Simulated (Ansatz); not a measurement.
C₃H₉N, charge -1, doublet, at the geometry of the source list (a state made from the parent by changing its charge; the spin is typed, not shown lowest) (a gas-phase anion, which may not be bound at this level); B3LYP/STO-3G in Ansatz (a quantum-chemistry and plane-wave program).

Input for Ansatz:
Ansatz 0.2 input:
```yaml
crystal:
  periodic: [false, false, false]
  atoms:
    - {symbol: C, position_ang: [-1.84920000, -0.01180000, 0.24420000]}
    - {symbol: C, position_ang: [-0.45170000, -0.44620000, -0.17220000]}
    - {symbol: N, position_ang: [0.50820000, 0.61060000, 0.09070000]}
    - {symbol: C, position_ang: [1.86330000, 0.24610000, -0.26290000]}
    - {symbol: H, position_ang: [-2.12030000, 0.90360000, -0.27380000]}
    - {symbol: H, position_ang: [-2.57180000, -0.78570000, -0.00010000]}
    - {symbol: H, position_ang: [-1.88760000, 0.17370000, 1.31550000]}
    - {symbol: H, position_ang: [-0.18660000, -1.38970000, 0.34160000]}
    - {symbol: H, position_ang: [-0.43000000, -0.64000000, -1.24940000]}
    - {symbol: H, position_ang: [0.46920000, 0.85900000, 1.07650000]}
    - {symbol: H, position_ang: [2.52560000, 1.07800000, -0.03140000]}
    - {symbol: H, position_ang: [1.90260000, 0.05650000, -1.33590000]}
    - {symbol: H, position_ang: [2.22840000, -0.65400000, 0.25730000]}
basis:
  gaussian:
    orbitals: STO-3G
hamiltonian:
  xc: b3lyp
total_charge: -1
magnetization: {spin_polarized: true, initial_magnetization: 1}
accuracy: high
```

Output, abridged:

```
Functional definition: B3LYP
595 factors; integrals over basis functions are off by at most 4.2e-9 eV
mean field evaluation 1: about -4676.0223 eV, gradient 9.6e0 eV
mean field evaluation 2: about -4676.2005 eV, gradient 1.0e1 eV
mean field evaluation 4: about -4676.8455 eV, gradient 1.0e0 eV
mean field evaluation 8: about -4676.8676 eV, gradient 1.1e-1 eV
mean field evaluation 16: about -4676.8692 eV, gradient 7.1e-4 eV
mean field evaluation 32: about -4676.5205 eV, gradient 3.1e0 eV
mean field -4676.86924943 eV, -171.8717748209 hartree, gradient 8.0e-8 eV, S^2 0.752253; 4 other end points of the search recorded, 0 dependent functions left out
reference -4676.86928253 eV, -171.8717760371 hartree; 18, 17 occupied and 11, 12 virtual orbitals, 595 factors
Total energy: -4676.86928253 eV, -171.8717760371 hartree
```
